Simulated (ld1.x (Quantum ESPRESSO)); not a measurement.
What one change does to a pseudopotential (Au, TM)

| Quantity | Value |
| --- | --- |
| Element | Au |
| Generator | ld1.x (Quantum ESPRESSO) 7.5 |
| Type | norm-conserving Troullier–Martins (Kleinman–Bylander form) |
| Functional | PBE |
| Relativity | scalar-relativistic |
| Frozen core | [Xe] 4f14 |
| Valence charge | 11 |
| Reference configuration | 5d9 6s2 6p0 |
| Partial waves | 6s (bound): rc 2.05 bohr; 6p (bound, empty): rc 3.20 bohr; 5d (bound): rc 1.85 bohr; 5f channel at -0.15 Ry: rc 2.90 bohr |
| Local potential | all-electron potential smoothed inside 3.00 bohr (lloc = -1) |
| Core correction | a·sin(br)/r model core, default radius (core density twice the valence density) |

Change: type RRKJ; local potential the s channel; rho0 0.001.

Cutoffs: the cutoffs (Ry, on a coarse ladder) from which the occupation-weighted sum of valence levels, in a spherical-Bessel basis at the reference potential, stays within 10 and 1 mRy of its value at 400 Ry; they do not see the model core or the augmentation charge, which bear on the density cutoff. Errors are all-electron minus pseudo energies relative to the spin-unpolarised reference configuration.

What does the change do?

The potential gets softer (45 Ry and 70 Ry → 40 Ry and 50 Ry); of the 7 tests that both files solve, the error grows in 1 and shrinks in 0 by more than 15 % and 0.3 meV (median size 107.5 → 103.9 meV); neither file shows a bound ghost. Several settings change at once here, so the effects cannot be laid on one of them.

| quantity | base | changed |
| --- | --- | --- |
| cutoff, loose | 45 Ry | 40 Ry |
| cutoff, tight | 70 Ry | 50 Ry |
| loose cutoff by channel (10 mRy a level) | s 8 Ry, d 40 Ry | d 35 Ry, s 8 Ry |
| bound ghosts | none | none |
| error for 5d10 6s1 6p0, meV [ΔE -1.69 eV] | -81 | -77 |
| error for 5d10 6s0 6p0, meV [ΔE 7.72 eV] | -141 | -137 |
| error for 5d9 6s0 6p0, meV [ΔE 28.92 eV] | -63 | -57 |
| error for 5d9 6s1 6p1, meV [ΔE 5.80 eV] | -4.7 | -7.1 |
| error for 5d10 6s0.5 6p0, meV [ΔE 2.08 eV] | -108 | -104 |
| error for 5d7 6s0 6p0, meV [ΔE 110.51 eV] | -615 | -572 |
| error for 5d8 6s0 6p0, meV [ΔE 62.80 eV] | -181 | -159 |
| s: phases at 3.49 bohr within 0.05 rad from the reference energy up to (Ry; the scan ends near 5) | 1.5 | 1.3 |
| p: phases at 3.49 bohr within 0.05 rad from the reference energy up to (Ry; the scan ends near 5) | 1.7 | 2.3 |
| d: phases at 3.49 bohr within 0.05 rad from the reference energy up to (Ry; the scan ends near 5) | 0.6 | 0.7 |
| f: phases at 3.49 bohr within 0.05 rad from the reference energy up to (Ry; the scan ends near 5) | 2.9 | 2.8 |
